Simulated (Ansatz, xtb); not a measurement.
Loss of HCl: InHCl2 → InCl + HCl

Species: InHCl2 `[Cl][InH][Cl]`, singlet; InCl, singlet; HCl, singlet. 

Shapes, held fixed at every level: PBE0-D4/def2-TZVP. Programs: Ansatz 0.2.0, xtb 6.7.1. The zero-point and thermal change to 298 K, harmonic and unscaled (PBE0-D4/def2-TZVP), is +1.6 kJ/mol.

```tsv
level	kind	ΔH(298 K) (kJ/mol)	less CCSD(T)/def2-TZVPP
GFN0-xTB	semi-empirical	+43.6	+12.8
HF/def2-SVP	Hartree–Fock	+37.0	+6.2
HF/def2-TZVPP	Hartree–Fock	+37.0	+6.2
r2SCAN-D4/def2-TZVPP	meta-GGA	+41.2	+10.4
PBE0-D4/def2-TZVPP	global hybrid	+34.8	+4.0
wB97M-V/def2-TZVPP	range-separated hybrid	+39.7	+8.9
MP2/def2-TZVPP	perturbation theory	+27.6	-3.2
CCSD/def2-SVP	coupled cluster or CI	+34.6	+3.8
CCSD(T)/def2-TZVPP	coupled cluster or CI	+30.8	0.0
```

The highest level, CCSD(T)/def2-TZVPP, gives ΔH(298 K) = +30.8 kJ/mol; the levels span +27.6 to +43.6. The column of differences is taken from that level and isn't an error. No measured value is set beside it here. For atoms past krypton def2 sets carry core potentials with scalar relativity. Correlated rows may include outer-core shells of In, which these sets cover unevenly.
